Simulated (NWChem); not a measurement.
Species: InNH2ClF; SMILES [In]([NH2])([Cl])[F]

```xyz
6

In     0.0921     0.3267    -0.0205
F      1.9524     0.8911     0.1568
Cl    -0.2108    -1.9833    -0.0646
N     -1.3853     1.6926     0.0591
H     -2.2557     1.4083    -0.3841
H     -1.1252     2.6174    -0.2768
```
Atoms are numbered in this order, from 1.

Results from NWChem. All runs use the structure optimised with PBE0/def2-SVP. def2 effective core potentials on In; no spin-orbit coupling. B3LYP is NWChem's, with the RPA form of VWN correlation. Static field.

Problem. Order these by “isotropic polarisability (bohr³)”, lowest first: Hartree-Fock/def2-SVPD; B3LYP/def2-SVPD; LDA (Slater exchange, VWN5)/def2-SVPD.

Solution. Hartree-Fock/def2-SVPD (48.5), B3LYP/def2-SVPD (57.5), LDA (Slater exchange, VWN5)/def2-SVPD (60.7)
